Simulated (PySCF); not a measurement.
All values below come from PySCF 2.14.0 with B3LYP-D3(BJ)/def2-TZVP // PBE0-D4/def2-TZVP. All species are isolated molecules in the gas phase. One relaxed conformer stands for a flexible species; it need not be the lowest. B3LYP has the VWN-RPA correlation part, as in Gaussian. Delta-SCF ions had no search for a lower state. 

Reference species (SMILES): `B` (neutral, multiplicity 1).

The vertical ionisation energy (Delta-SCF) is 13.12 eV, the HOMO is -9.73 eV and the HOMO–LUMO gap is 7.51 eV.

Changed species: `OBO` (H–O–B–O torsion 0°, O–B–O–H torsion 180°) (2 of 3 H replaced by OH; the reference has 0 of 3 H replaced by OH).

### Question
Predict the effect on the vertical ionisation energy (Delta-SCF), HOMO and HOMO–LUMO gap.

### Answer
the vertical ionisation energy (Delta-SCF) decreases by 1.02 eV, to 12.10 eV; the HOMO increases by 0.60 eV, to -9.13 eV; the HOMO–LUMO gap rises by 2.14 eV, to 9.65 eV.
